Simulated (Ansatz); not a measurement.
This geometry of BClFH4N (8 atoms, charge 0, multiplicity 1) is a first-order saddle point.

Level of theory: RKS BHLYP-D4/6-31G* in Ansatz.

```xyz
8
Properties=species:S:1:pos:R:3
B 0.048 -0.455 -0.183
Cl -0.282 0.329 2.510
H 1.012 0.175 -0.418
F -1.106 -0.240 -0.745
N 0.138 -1.698 0.662
H -0.600 -2.374 0.515
H 1.043 -2.147 0.688
H -0.033 -1.118 1.661
```

(1) Which two structures does it join? (They come from a converged band through this point; their orientation in space is the band's.)

(2) How far does it lie above each of them?

Results:

(1) Bonds broken: B1–Cl2, N5–H8. Bonds formed: Cl2–H8. BClFH4N becomes BFH3N + ClH.

Image 0:

```xyz
8
Properties=species:S:1:pos:R:3
B 0.009 -0.192 0.238
Cl 0.221 0.790 1.806
H 0.932 -0.053 -0.508
F -1.235 -0.080 -0.303
N 0.070 -1.749 0.774
H -0.067 -2.396 0.007
H 0.955 -1.949 1.220
H -0.666 -1.899 1.454
```

Image 10:

```xyz
8
Properties=species:S:1:pos:R:3
B 0.076 -0.623 -0.547
Cl -0.301 -0.068 3.322
H 1.015 0.029 -0.860
F -1.105 -0.376 -1.092
N 0.178 -1.631 0.425
H -0.569 -2.289 0.565
H 1.072 -1.973 0.722
H -0.147 -0.598 2.154
```

(2) 1.34 eV above the first and 0.70 eV above the second. This is the barrier of this one path; another mechanism may lie lower. The orbitals stay closed-shell, which can raise the energy where a bond breaks towards radicals; this wasn't checked here.

Run time: 9.7 min on 2 threads of AMD EPYC (Zen 3), with other jobs on the host, peak memory 0.15 GiB.
